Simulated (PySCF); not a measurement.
Computed Raman spectrum (relative Raman activity) of a molecule CH₃F₃Si. Geometry: PBE-D3(BJ)/def2-SVP. Other conformers were not sampled. These are PBE-D3(BJ)/def2-SVP (PySCF 2.14.0) values and carry that method's errors. Frequencies are harmonic and unscaled.

```tsv
ν (cm⁻¹)	relative intensity
595	5.2
610	7.0
710	9.0
839	4.6
897	8.0
946	2.6
1287	2.4
1311	4.1
2190	100
2206	35
2912	63
```

**Question.** Which molecule gave these data?
(A) F[SiH2]C(F)F
(B) C[Si](F)(F)F
(C) FC[SiH](F)F
(D) FC(F)(F)[SiH3]

**Answer.** A, F[SiH2]C(F)F
